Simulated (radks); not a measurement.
Values are calculated unless marked as measured or tabulated.
Task: The mean radii <r> (bohr) of the occupied orbitals of an atom or ion are listed with their occupations. Code: a radial shooting solver on a logarithmic mesh with Libxc functionals. Model: scalar-relativistic Kohn-Sham, LDA (Slater exchange, VWN5 correlation), spin-polarised, spherical densities, finite nucleus; Fermi nuclear charge, rms radius of each element as measured or else 0.836 A^(1/3) + 0.57 fm.

orbital  occ.      <r>
1s up       1  0.02152
1s down     1  0.02152
2s up       1  0.09156
2s down     1  0.09155
2p up       3  0.08091
2p down     3  0.08089
3s up       1   0.2386
3s down     1   0.2384
3p up       3   0.2369
3p down     3   0.2367
3d up       5   0.2149
3d down     5   0.2148
4s up       1   0.5068
4s down     1   0.5071
4p up       3   0.5243
4p down     3   0.5250
4d up       5   0.5355

Name the element and its charge. Open shells, if any, are filled with parallel spins first.

Result: Z = 65, terbium, charge +24: Tb24+ in [Kr] 4d5. The 1s radius gives Z: for a bare nucleus <r> = (2 gamma + 1)/(2Z) with gamma = sqrt(1 - (Z/c)^2), 0.02124 bohr for Z = 65, and screening makes it slightly larger (0.02152 here). The occupations add up to 41, and the charge is Z minus that.
